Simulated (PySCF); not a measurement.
disilicon carbide (CSi2), SMILES C(=[Si])=[Si] (connectivity only; charge and spin as stated), neutral, multiplicity 1. Atoms are numbered in the order given.

```xyz
3

Si     0.0000     0.0000    -1.6915
C      0.0000     0.0000     0.0000
Si     0.0000     0.0000     1.6915
```

Coordinates come from a r2SCAN-D4/def2-TZVP optimisation. A frequency run showed that this geometry is not a minimum.

Two levels are set side by side: PBE/pcSseg-2 (PySCF) and PBE0/pcSseg-2 (PySCF). GIAO shifts against TMS (²⁹Si), TMS (¹³C) at the same level; non-relativistic, no solvent, atoms listed together averaged. Differences are taken from unrounded values.

| quantity | PBE0 |
|---|---|
| δ(²⁹Si) of Si1, Si3 (ppm) | 148.6 |
| δ(¹³C) of C2 (ppm) | 252.3 |

Problem. What does PBE give, and how far is it from PBE0? (The exact figures need the calculation; the answer reports its results.)

Solution. 
```csv
quantity,PBE,PBE minus PBE0
"δ(²⁹Si) of Si1, Si3 (ppm)",120.3,-28.3
δ(¹³C) of C2 (ppm),252.9,0.6
```

Rough cost on one machine, each run with all the roots and properties that it gave: PBE0 against PBE within a factor of 2.
